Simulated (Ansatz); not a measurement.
Compare A (`FC(F)COC(F)(F)C(F)F`) with its isomer B (`FCC(F)(F)OCC(F)(F)F`).

Gas-phase electronic energies from Ansatz, PBE0-D4/def2-TZVP geometries. CCSD(T)/CBS adds triple-zeta CCSD(T) − MP2 to the extrapolated MP2 energy (def2 sets, frozen cores). Functionals use def2-TZVPP. B3LYP here is the variant with VWN-RPA as its local correlation; programs differ in this. Each species was taken in one conformer, which may not be the lowest.

A:

Z-matrix (Å, degrees):
```
C
F 1 1.354
C 1 1.507 2 108.2
F 1 1.352 2 107.9 3 -119.5
H 1 1.094 2 109.0 3 123.2
O 3 1.421 1 106.5 2 174.0
H 3 1.093 1 109.2 2 -65.9
H 3 1.092 1 109.2 2 54.4
C 6 1.345 3 116.2 1 176.5
F 9 1.353 6 111.6 3 -62.1
F 9 1.348 6 112.0 3 56.8
C 9 1.534 6 108.2 3 178.7
F 12 1.343 9 109.0 6 178.6
F 12 1.344 9 109.3 6 -62.8
H 12 1.094 9 110.5 6 57.9
```

B:

```xyz
15

F     3.1363    0.5692   -1.4844
C     1.8007    0.2962   -1.5412
C     1.2306    0.2459   -0.1388
F     1.8640   -0.6919    0.6051
F     1.4372    1.4181    0.5074
O    -0.0926   -0.0265   -0.2404
C    -0.7996   -0.1112    0.9790
C    -2.2367   -0.4328    0.6420
F    -2.3501   -1.5937   -0.0031
F    -2.7944    0.5106   -0.1166
F    -2.9395   -0.5199    1.7766
H     1.6426   -0.6730   -2.0187
H     1.2875    1.0817   -2.1001
H    -0.4085   -0.9100    1.6130
H    -0.7775    0.8372    1.5202
```

Q: Which is lower in electronic energy at CCSD(T)/CBS, and by how much? (Best estimate.)

A: The calculation gave: B, by 31.1 kJ/mol.

Q: Give E(B) − E(A) in kJ/mol with HF/def2-TZVPP, PBE0-D4, B3LYP-D4, CCSD(T)/def2-TZVPP, ωB97M-V, BLYP-D4, B2PLYP. (Estimate.)

A: Computed: HF/def2-TZVPP -32.7, PBE0-D4 -31.7, B3LYP-D4 -28.2, CCSD(T)/def2-TZVPP -31.2, ωB97M-V -32.3, BLYP-D4 -25.2, B2PLYP -29.5. None reverses the order clearly.

Largest T1 diagnostic: 0.012.

From PBE to PBE0 (25 % exact exchange), in def2-TZVPP and without D4, E(B) − E(A) moves by −3.3 kJ/mol. Leaving LDA and LC-ωPBE aside and taking each functional with its dispersion term where it has one, the values, not all of them listed here, spread over 9.4 kJ/mol, from r2SCAN0-D4 to BLYP-D4. LDA lies −5.2 kJ/mol from PBE without D4.
